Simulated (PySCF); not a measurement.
A geometry optimisation on `O=C=[Se]` (carbonyl selenide).

Method: PBE0-D3(BJ)/def2-SVP geometry optimisation, gas phase (PySCF 2.14.0). Start geometry: GFN2-xTB. The input is one job of a driver script: a line of settings, then coordinates in Å.

Input:
```
{"job": {"xc": "PBE0", "basis": "def2-SVP", "d3": "d3bj", "grid": 1, "maxiter": 30, "shake": 0.01, "kind": "geom"}, "charge": 0, "multiplicity": 1}
O     -1.121700     0.742800    -0.002300
C     -0.149660     0.183990    -0.006620
Se     1.277370    -0.651330    -0.010260
```

Question: Estimate the output.

Answer: 
```
step   0  E = -2514.10282912  max force = 0.074354
step   1  E = -2514.10769496  max force = 0.015591
step   2  E = -2514.10782927  max force = 0.005211
step   3  E = -2514.10784353  max force = 0.000148
optimisation converged
```

Energies in Eh; «max force» is the largest Cartesian gradient component in Eh/bohr.

Question: Give the first gradient maximum in eV/Å.

Answer: With 1 Eh/bohr = 51.422 eV/Å, 3.823 eV/Å.

Question: How much energy does the optimisation release, in kJ/mol?

Answer: E(step 0) − E(last step) = 0.005014 Eh, which is 13.2 kJ/mol.

Summary of the converged run: final energy -2514.10784 Eh after 3 steps; dipole 0.69 D.

The run took 7.1 s on one thread of an Arm Neoverse N1, on a shared host, and the process peaked at 0.28 GiB of memory.
Labels such as C1 count atoms from 1, the log's own numbers from 0.
